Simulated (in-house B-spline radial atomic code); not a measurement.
# Binding energies in W XXXVII (W36+)

NIST's tabulated ground configuration is [Kr] 4d2; each binding energy is the energy of the ion with one electron taken from that subshell, relaxed, less that of the parent. Method: Dirac-Hartree-Fock, average of configuration, Fermi nucleus of rms radius 5.3658 fm. Calculated with an all-electron radial atomic-structure program (B-spline basis). Energies include first-order Breit, QED and recoil terms.

| subshell | X-ray name | binding energy (eV) | -ε (eV) | relaxation (eV) |
| --- | --- | --- | --- | --- |
| 1s | K | 71084.8 | 71495.6 | 59.9 |
| 2s | L1 | 13674 | 13742.9 | 25.0 |
| 2p3/2 | L3 | 11773.3 | 11827.6 | 26.4 |
| 3s | M1 | 4346.3 | 4361.9 | 6.3 |
| 3p1/2 | M2 | 4101 | 4116.7 | 7.0 |
| 3p3/2 | M3 | 3800.2 | 3811.7 | 6.2 |
| 4s | N1 | 1926.6 | 1930.2 | 0.9 |
| 4p1/2 | N2 | 1814.2 | 1817.7 | 1.0 |
| 4p3/2 | N3 | 1723.4 | 1725.8 | 0.8 |
| 4d | N4,5 | 1551.4 | 1553.0 | 0.9 |

Relaxation = -ε minus the binding energy without Breit, QED and recoil terms.

Emission lines follow as differences of binding energies, with λ = 12398.42 eV·Å / E:

```csv
line,holes,energy (eV),wavelength (Å)
K-L3,1s → 2p3/2,59311.5,0.20904
K-M3,1s → 3p3/2,67284.6,0.18427
L1-M3,2s → 3p3/2,9873.8,1.2557
L3-M1,2p3/2 → 3s,7427.0,1.6694
```

(1) What screening constant σ does Moseley's law, E = (3/4)·13.6057 eV·(Z - σ)², need for K-L3?

Moseley's non-relativistic formula needs a falling, then negative, screening constant for heavy elements, because relativity binds the 1s electron more strongly than the formula allows.

(2) What does it cost to remove both a 2s and a 3p1/2 electron?

(3) What does it cost to remove both a 3p3/2 and a 4s electron?

(4) What does it cost to remove two 1s electrons?

Results:

(1) σ = -2.24.

(2) 17918 eV, which is 142.7 eV more than the two single binding energies together.

(3) 5795 eV, which is 68.3 eV more than the two single binding energies together.

(4) 143620 eV, which is 1446 eV more than the two single binding energies together.
